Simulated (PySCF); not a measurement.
# LiHg: energy against distance

Set-up: Li def2-SVP, Hg def2-SVP with ECP60; scalar-relativistic core potentials (PySCF 2.14). Energies in eV from Li + Hg in their ground configurations at the same level. State: ²Σ⁺ (doublet), unpaired electrons σ ↑.

All columns are PBE0. A positive dipole means Li(−)Hg(+).

```
R (Å)  E (eV)  μ (D)  Mulliken charge on Li (basis-dependent)  HOMO (eV)  LUMO (eV)  Mayer bond order  ⟨S²⟩
2.742  -0.045   0.29                                     0.10      -3.45      -1.38              0.45  0.75
2.869  -0.076   0.17                                     0.09      -3.49      -1.41              0.41  0.75
2.997  -0.091   0.07                                     0.08      -3.53      -1.44              0.37  0.75
3.092  -0.096   0.00                                     0.07      -3.56      -1.45              0.34  0.75
3.188  -0.097  -0.06                                     0.06      -3.59      -1.46              0.31  0.75
3.284  -0.096  -0.11                                     0.06      -3.61      -1.46              0.28  0.75
3.411  -0.091  -0.16                                     0.05      -3.64      -1.47              0.24  0.75
3.571  -0.083  -0.21                                     0.04      -3.68      -1.46              0.20  0.75
3.762  -0.071  -0.24                                     0.04      -3.70      -1.44              0.16  0.75
4.017  -0.055  -0.26                                     0.03      -3.73      -1.40              0.11  0.75
```

A fit through these points gives, at Re = 3.176 Å, μ = -0.05 D and dμ/dR = -0.572 D/Å; the reduced mass is 6.78 u.

Question: How strong is the fundamental in the double-harmonic approximation, I = 42.26·(dμ/dR)²/μred km/mol?

Answer: I = 42.26·(-0.572)²/6.78 = 2.04 km/mol at PBE0.

The bond is weak. Basis-set superposition, not corrected here, can be much of De in a small basis, most of all at correlated wavefunction levels. Functionals without a dispersion term scatter widely for such bonds, and LDA overbinds them. Spin–orbit coupling is left out. The state is the lowest determinant that a PBE0 search found; another state may lie lower at other levels.
